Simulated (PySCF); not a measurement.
Compound: CH7BP2.
Geometry (PBE0-D3(BJ)/def2-SVP, Å), atoms numbered from 1 in this order:
```xyz
11
CH7BP2 angstrom
C     -0.2419    1.3355    0.4351
B      0.0614   -0.1097   -0.1011
P     -1.2215   -1.0278   -1.1588
P      1.6835   -0.9903    0.3528
H     -1.0230    1.8616   -0.1343
H     -0.6304    1.2172    1.4645
H      0.6463    1.9818    0.5084
H     -1.0449   -2.3743   -0.7357
H     -2.4179   -0.7503   -0.4381
H      2.6390    0.0107    0.0190
H      1.8811   -1.8294   -0.7783
```

The closed-shell ground state was solved at several levels (PySCF, density fitting, gas phase, non-relativistic).

| level | basis functions | total energy (Eh) | HOMO (eV) | LUMO (eV) | gap (eV) | dipole (D) |
| --- | --- | --- | --- | --- | --- | --- |
| CAM-B3LYP/pcSseg-2 | 256 | -749.9007 | -8.55 | -0.34 | 8.21 | 0.74 |
| PBE0/pcSseg-1 | 117 | -749.4860 | -7.29 | -1.42 | 5.87 | 0.71 |

(1) What might CAM-B3LYP/def2-SVPD (144 basis functions) give for the same quantities?

(2) How far do the dipole and the HOMO energy spread over the levels?

Answers

(1) Total energy -749.5812 Eh, HOMO -8.50 eV, LUMO -0.28 eV, gap 8.22 eV, dipole 0.69 D.

(2) The dipole runs from 0.69 to 0.74 D (mean 0.71 D) and the HOMO from -8.55 to -7.29 eV.

One conformer stands for the species.
